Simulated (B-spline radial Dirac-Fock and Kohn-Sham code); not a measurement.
## L-shell conversion coefficients of Ce against transition energy

These are calculated numbers from a radial B-spline solver; the model is a Dirac-Hartree-Slater potential of the neutral atom with a Latter tail (no hole, which puts coefficients of high multipoles low close above an edge), finite nucleus with surface currents. Subshells within 1 keV of threshold and pair formation are left out.

```
energy (keV)        E1        E4        E5        M2        M3        M5
        14.5      6.83  1.09e+08  5.20e+09     10900  3.01e+06  2.27e+10
        18.8      3.32  2.08e+07  9.45e+08      3220    567000  2.91e+09
          20      2.80  1.39e+07  6.19e+08      2410    383000  1.78e+09
        20.3      2.68  1.26e+07  5.58e+08      2250    348000  1.58e+09
        24.1      1.66  4.11e+06  1.68e+08      1020    118000  4.03e+08
        27.3      1.17  1.80e+06  6.90e+07       575     54600  1.49e+08
        38.5     0.442    182000  5.62e+06       122      6780  9.81e+06
          41     0.370    120000  3.53e+06      92.3      4670  5.98e+06
        44.8     0.287     66000  1.83e+06      62.4      2770  2.99e+06
          50     0.210     31600    809000      38.6      1460  1.27e+06
        78.3    0.0586      1560     28400      5.70       117     41600
         100    0.0292       307      4580      2.09      31.6      6830
         186   0.00510      5.55      49.5     0.187      1.42      88.8
         188   0.00495      5.19      45.9     0.180      1.35      82.7
         198   0.00429      3.76      31.8     0.148      1.06      58.6
         200   0.00417      3.53      29.6     0.143      1.01      54.9
         226   0.00299      1.67      12.6    0.0916     0.573      24.7
         298   0.00143     0.325      1.94    0.0346     0.168      4.38
         330   0.00110     0.183      1.00    0.0244     0.109      2.37
         500  0.000398    0.0212    0.0815   0.00634    0.0207     0.229
         590  0.000273   0.00988    0.0332   0.00382    0.0112    0.0975
         668  0.000208   0.00580    0.0177   0.00264   0.00716    0.0529
         881  0.000117   0.00199   0.00499   0.00120   0.00281    0.0148
         909  0.000110   0.00178   0.00437   0.00110   0.00254    0.0129
        1000  9.15e-05   0.00128   0.00297  0.000845   0.00187   0.00860
        1580  4.01e-05  0.000327  0.000597  0.000258  0.000483   0.00149
        1800  3.23e-05  0.000232  0.000403  0.000187  0.000338  0.000956
        2000  2.72e-05  0.000178  0.000298  0.000145  0.000255  0.000677
        2030  2.66e-05  0.000172  0.000286  0.000140  0.000246  0.000646
```

Task: How fast do they fall between 1800 and 2030 keV?

Result: As powers of the energy: E1 E^-1.62, E4 E^-2.50, E5 E^-2.85, M2 E^-2.40, M3 E^-2.66, M5 E^-3.26. Within one type (E or M) the higher multipoles fall faster.
